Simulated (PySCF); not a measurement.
Job for PySCF: R-BP86/6-31G* on Cl2FH (a complex), monomers drawn apart or pushed together.

```python
from pyscf import gto, scf, dft, mp
from pyscf.data.elements import chemcore

mol = gto.M(
    atom='''
    F     0.45494098    0.38365637    0.11229930
    H     0.33875157   -0.06119823    0.92007403
    Cl   -0.42703149    0.41982436    4.35307644
    Cl   -0.01559391   -1.23464798    3.28219871
    ''',
    basis='6-31g*',
    cart=True,
    charge=0, spin=0, verbose=3, max_memory=1800)
mf = dft.RKS(mol, xc='b88,p86')
mf.conv_tol = 1e-8
mf.max_cycle = 100
mf.kernel()
if not mf.converged:
    mf = mf.newton().run(mf.mo_coeff, mf.mo_occ)
```

Program output:

```
converged SCF energy = -1020.82853827483
```

The run converged.

Cost: very roughly 2.9 core-seconds.
